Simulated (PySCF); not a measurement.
**Simulated absorption spectrum**

Species: C₆H₁₁N.
Structure used (PBE0-D3(BJ)/def2-SVP), in Å, numbered top down from 1:
```
atom  x, y, z in Å
C1    -0.6760    1.0714    1.8706
C2    -0.1977    0.4799    0.7611
C3     0.8087   -0.5780    0.9009
C4     1.5504   -1.2461   -0.0031
C5     1.6313   -1.1262   -1.4911
C6    -0.7141    0.8832   -0.6011
N7    -1.8652    1.7555   -0.5287
H8    -1.4145    1.8712    1.7958
H9    -0.3190    0.7780    2.8614
H10    0.9798   -0.8610    1.9456
H11    2.2144   -2.0110    0.4179
H12    1.0852   -1.9494   -1.9852
H13    2.6792   -1.2139   -1.8193
H14    1.2384   -0.1821   -1.8844
H15   -0.8847   -0.0440   -1.1867
H16    0.0907    1.4240   -1.1309
H17   -2.1143    2.0893   -1.4558
H18   -2.6712    1.2428   -0.1748
```

Computed with TDDFT B3LYP/def2-SVPD, vertical, gas phase, core orbitals frozen in the response (PySCF 2.14.0, density-fitted response routines).

Computed states:

| state | E (eV) | f |
| --- | --- | --- |
| S1 | 5.16 | 0.0069 |
| S2 | 5.48 | 0.568 |
| S3 | 5.68 | 0.0047 |
| S4 | 6.05 | 0.014 |
| S5 | 6.12 | 0.0092 |
| S6 | 6.44 | 0.0036 |

Broadening: Gaussians 0.3 eV wide at half height, area fixed by f = 4.319×10⁻⁹ ∫ε dν̃. The width is an assumption, not a result. The curve ends short of the highest state used, and states not computed would add to its high-energy end.

Task: Give the broadened spectrum and its maxima.

Result: 
(λ (nm), ε (L mol⁻¹ cm⁻¹)): (212.3, 1628), (213.5, 2557), (214.7, 4255), (215.9, 6977), (217.1, 10934), (218.3, 16207), (219.5, 22653), (220.7, 29846), (221.8, 36511), (223.0, 43067), (224.2, 48045), (225.4, 50769), (226.6, 50896), (227.8, 48487), (229.0, 43967), (230.1, 38548), (231.3, 31962), (232.5, 25369), (233.7, 19324), (234.9, 14175), (236.1, 10056), (237.3, 6943), (238.5, 4705), (239.6, 3270), (240.8, 2208), (242.0, 1516), (243.2, 1068), (244.4, 774), (245.6, 573), (246.8, 430), (248.0, 322), (249.1, 246), (250.3, 180), (251.5, 129), (252.7, 90), (253.9, 62), (255.1, 41), (256.3, 27), (257.5, 17), (258.6, 11), (259.8, 6), (261.0, 4), (262.2, 2), (263.4, 1)

Maxima: 226 nm (5.48 eV), ε about 51000, made up of S2 (100%) (ε in L mol⁻¹ cm⁻¹; maxima over ε = 5, shares over 10%).

Task: Coming from long wavelengths, where does ε first pass 100 L mol⁻¹ cm⁻¹?

Result: At about 252 nm (4.91 eV), 0.24 eV below S1.

Task: On this curve, what absorbance would a 10⁻⁵ mol/L sample give at 222 nm over a 1 cm path?

Result: 222 nm is 5.585 eV, where ε is about 38000 L mol⁻¹ cm⁻¹, so A = ε c l ≈ 0.38 (Beer–Lambert, with the gas-phase spectrum and the assumed width).

Task: Does any computed singlet lie in the visible range?

Result: No computed singlet lies in the visible range (380 to 750 nm); the lowest, at 240 nm, stands 1.89 eV above its violet end (3.26 eV).

One conformer stands for the species.
